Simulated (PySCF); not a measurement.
CH₃BeIO. Atoms are numbered in the order given.

```xyz
7

Be    -0.6017    -0.2396    -0.8370
I      0.6369     0.2536     0.8860
O     -1.3905    -0.5537    -1.9343
C     -2.1725    -0.8651    -3.0221
H     -2.2554    -0.0048    -3.7084
H     -1.7442    -1.7106    -3.5876
H     -3.1918    -1.1483    -2.7078
```
Charge 0, spin multiplicity 1.

Coordinates come from a PBE0-D3(BJ)/def2-SVP optimisation. The def2 effective core potentials stand for the cores of I; spin–orbit coupling is left out. The values are those of a single conformer.

Method: PySCF with CAM-B3LYP/def2-TZVPD.

Mulliken values depend strongly on the basis, most of all with diffuse functions as here. ESP charges are fitted to the potential on shells at 1.4 to 2.0 van der Waals radii. Atomic charges (e):

| atom | Mulliken | ESP fit |
|---|---|---|
| Be1 | -0.50 | 0.27 |
| I2 | -0.06 | -0.20 |
| O3 | 0.22 | -0.03 |
| C4 | -0.28 | -0.53 |
| H5 | 0.21 | 0.17 |
| H6 | 0.21 | 0.17 |
| H7 | 0.21 | 0.17 |
